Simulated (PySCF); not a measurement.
Frontier orbitals and the lowest excitations

Species: C2H9Ge2NS.
Structure used (PBE0-D3(BJ)/def2-SVP), in Å, numbered top down from 1:
```xyz
15
C2H9Ge2NS angstrom
C     -1.5946   -1.6370   -0.0723
C     -1.5553   -0.6671    0.8450
Ge    -0.4523    0.9118    0.6461
N     -1.5404    2.3643    0.4574
S      0.8493    0.6304   -1.1719
Ge     2.2678   -0.8892   -0.3679
H     -2.2297   -2.5222    0.0436
H     -0.9899   -1.5756   -0.9851
H     -2.1746   -0.7467    1.7473
H      0.4574    1.1740    1.8595
H     -1.0537    3.2505    0.3502
H     -2.2338    2.2779   -0.2812
H      1.7844   -2.3098   -0.7106
H      3.6325   -0.6299   -1.0256
H      2.3693   -0.7312    1.1605
```

Theory: TDDFT CAM-B3LYP/def2-SVPD, vertical, gas phase, core orbitals frozen in the response in PySCF. Relativistic effects, spin–orbit coupling among them, are left out although an element past zinc is present.

Frontier orbitals with the atoms that hold most of them (Löwdin shares over 4%, at most four atoms; ? is withheld):

```json
{"orbital": "LUMO+2", "ε (eV)": "0.92", "atoms": "S5 31%, Ge6 25%, Ge3 11%, H14 6%"}
{"orbital": "LUMO+1", "ε (eV)": "0.59", "atoms": "Ge6 28%, S5 21%, H13 9%, H15 8%"}
{"orbital": "LUMO", "ε (eV)": "0.38", "atoms": "?"}
{"orbital": "HOMO", "ε (eV)": "?", "atoms": "S5 71%, Ge6 9%, Ge3 7%"}
{"orbital": "HOMO-1", "ε (eV)": "-8.91", "atoms": "?"}
{"orbital": "HOMO-2", "ε (eV)": "-9.52", "atoms": "C2 39%, C1 38%, Ge3 6%"}
{"orbital": "HOMO-3", "ε (eV)": "-9.76", "atoms": "S5 51%, Ge6 13%, N4 10%, Ge3 8%"}
```

**Question.** Which atoms hold the LUMO, and with what shares?

**Answer.** C1 (bonded to C and 2 H) 22%; C2 (bonded to C, Ge and H) 17%; Ge3 (bonded to C, N, S and H) 14%; S5 (bonded to 2 Ge) 11%. By element: carbon 39%, germanium 14% or more, sulfur 11%.

**Question.** Give the leading atoms of the HOMO-1.

**Answer.** N4 (bonded to Ge and 2 H) 51%; S5 (bonded to 2 Ge) 20%; Ge3 (bonded to C, N, S and H) 10%; H11 (bonded to N) 5%.

**Question.** What is the HOMO energy, and the HOMO–LUMO gap?

**Answer.** ε(HOMO) = -8.35 eV; the gap is 8.73 eV (0.3210 hartree).

**Question.** The HOMO–LUMO gap is 8.73 eV. Where does the response calculation put the lowest singlet, and from which orbitals?

**Answer.** S1 is at 5.62 eV (f = 0.0082), 3.12 eV below the gap, made of HOMO→LUMO (51%), HOMO→LUMO+1 (36%). Without the coupling terms of the response equations the lowest excitation would equal the gap.

Next come S2 at 5.98 eV (f 0.017), HOMO→LUMO+2 (70%), HOMO→LUMO+3 (14%); S3 at 6.03 eV (f 0.0091), HOMO→LUMO+1 (49%), HOMO→LUMO (39%); S4 at 6.24 eV (f 0.039), HOMO-1→LUMO (84%); S5 at 6.77 eV (f 0.040), HOMO-1→LUMO+1 (25%), HOMO-4→LUMO (21%), HOMO-3→LUMO (10%).

One conformer stands for the species.
